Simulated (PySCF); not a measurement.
How methods differ on the excitation energy of V²⁺

V²⁺ [Ar] 3d3 (4F) → V²⁺ [Ar] 3d2 4s1 (4F), as a difference of total energies. Computed with PySCF 2.14 in x2c-QZVPPall (11s7p5d3f2g, 96 functions), with scalar relativity by spin-free X2C-1e. Correlated levels: valence: [Ar] frozen. The calculations carry no spin-orbit coupling.

```json
{"method": "UHF", "excitation energy (eV)": "5.071"}
{"method": "MP2 (valence)", "excitation energy (eV)": "5.291"}
{"method": "SCS-MP2 (valence)", "excitation energy (eV)": "5.144"}
{"method": "CCSD (valence)", "excitation energy (eV)": "5.313"}
{"method": "CCSD(T) (valence)", "excitation energy (eV)": "5.314"}
```

How much does correlation contribute at CCSD(T) (valence)?

5.314 − (5.071) = 0.243 eV, measured against UHF.

The basis was made for the ground configuration and has no added diffuse functions, so the excitation energy can come out too high.
